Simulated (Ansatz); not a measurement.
Reaction (homolysis of the O–Si bond): `CBO[SiH](O)F` → `CB[O]`• + `O[SiH]F`•

Computed with Ansatz on PBE0-D4/def2-TZVP structures; ΔE is electronic, products minus reactants. CCSD(T)/CBS is the MP2 limit (def2-TZVPP, def2-QZVPP) plus CCSD(T) − MP2 in def2-TZVPP, frozen cores. This one scheme is used for every species. Open shells (•) are unrestricted, without spin–orbit coupling. One conformer a species, not always the lowest.

```json
{"level": "HF/def2-TZVPP", "ΔE (kcal/mol)": "101.1"}
{"level": "HF/CBS(def2)", "ΔE (kcal/mol)": "101.1"}
```

**Question.** What does CCSD(T)/CBS give? (An estimate is asked.)

**Answer.** The calculation gave: +126.9 kcal/mol. The listed levels differ from it by -25.8, -25.8 kcal/mol.

Largest T1 diagnostic among the species: 0.032.

From PBE to PBE0 (25 % exact exchange), in def2-TZVPP and without D4, ΔE moves by +6.9 kcal/mol. In def2-TZVPP, CCSD(T) changes the Hartree–Fock value by +22.6 kcal/mol (the triples alone add +0.7 kcal/mol) and MP2 by +33.7 kcal/mol; breaking electron pairs costs correlation energy, which Hartree–Fock lacks. The D4 term adds +3.2 kcal/mol with B3LYP and +1.8 kcal/mol with PBE0; it sums over pairs of atoms, weighted by their polarisabilities, and B3LYP, whose exchange is more repulsive, gets the larger term.

B3LYP here is the variant with VWN-RPA as its local correlation; programs differ in this.
